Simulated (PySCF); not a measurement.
Ga(Cl)(Me)(OH) (CH4ClGaO), SMILES [Cl][Ga]([OH])[CH3]. Heavy atoms are numbered as in [Ga:1]([Cl:2])([CH3:3])[OH:7]. Hydrogens are named by the atom that carries them.

Geometry: TPSSh-D3(BJ)/def2-SVP. The structure was generated by enumeration; whether it is a known compound was not checked. One conformer was computed; it need not be the lowest.

Method: HF/pcSseg-1 (PySCF).

GIAO shieldings, no solvent; atoms alike by connectivity are averaged. δ = σ(ref) − σ: ³⁵Cl against HCl (σ = 958.2 ppm); ¹³C against TMS (σ = 192.6 ppm); ¹H against TMS (σ = 31.99 ppm); ¹⁷O against H2O (σ = 333.0 ppm), references at their B3LYP-D3(BJ)/def2-TZVP geometries, non-relativistic (without spin–orbit terms, shifts of atoms bonded to Cl or Br come out too high).

```
atoms     nucleus  count  δ (ppm)
--------  -------  -----  -------
Cl2          ³⁵Cl      1    -32.0
C3 (CH3)      ¹³C      1     -8.7
H on O7        ¹H      1      [?]
H on C3        ¹H      3     0.63
O7 (OH)       ¹⁷O      1      [?]
```

What belongs in the gaps? (Estimate from the structure and the level; the computed values follow.)


- O7 (OH), δ (ppm): 50.3
- H on O7, δ (ppm): 2.49
